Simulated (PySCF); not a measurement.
Cl₂, charge -1, doublet, geometry from GFN2-xTB (a state made from the parent by changing its charge; the spin is typed, not shown lowest). Base run: PySCF with B3LYP/def2-SVP.

PySCF was given this input:
```python
from pyscf import gto, scf, dft, solvent

mol = gto.M(
    atom='''
Cl   -0.000000   -0.000000   -1.284173
Cl    0.000000    0.000000    1.284173
''',
    basis='def2-svp',
    charge=-1,
    spin=1,
    verbose=3,
)

mf = dft.UKS(mol)
mf.xc = 'b3lyp'
mf.kernel()
```

Each row names what was changed in the base input (with any setting that the change needs).

```
change                                                ΔE vs base (kcal/mol)
----------------------------------------------------  ---------------------
base                                                                  0.000
model = IEF-PCM; solvent = chloroform                                -50.17
model = IEF-PCM; solvent = water; lebedev_order = 41                  -63.2
model = IEF-PCM; solvent = water; vdw_scale = 1.0                     -68.1
model = COSMO; solvent = water                                        -62.8
model = IEF-PCM; solvent = n-hexane                                  -29.70
model = IEF-PCM; solvent = water                                      -63.2
model = C-PCM; solvent = water                                        -63.2
model = IEF-PCM; solvent = toluene                                   -36.73
model = IEF-PCM; solvent = water; vdw_scale = 1.1                     -66.4
model = IEF-PCM; solvent = water; r_probe = 0.5                      -53.41
model = IEF-PCM; solvent = 2-propanol                                -60.61
```

The base is the gas phase, so ΔE is the electrostatic part of solvation at a fixed geometry, without cavity and dispersion terms.

Open shells are given as the SCF converged; they aren't shown to be the lowest states, and a large step between rows can be another state.

The gas-phase anion may not be bound at this level, which the solvent then changes.
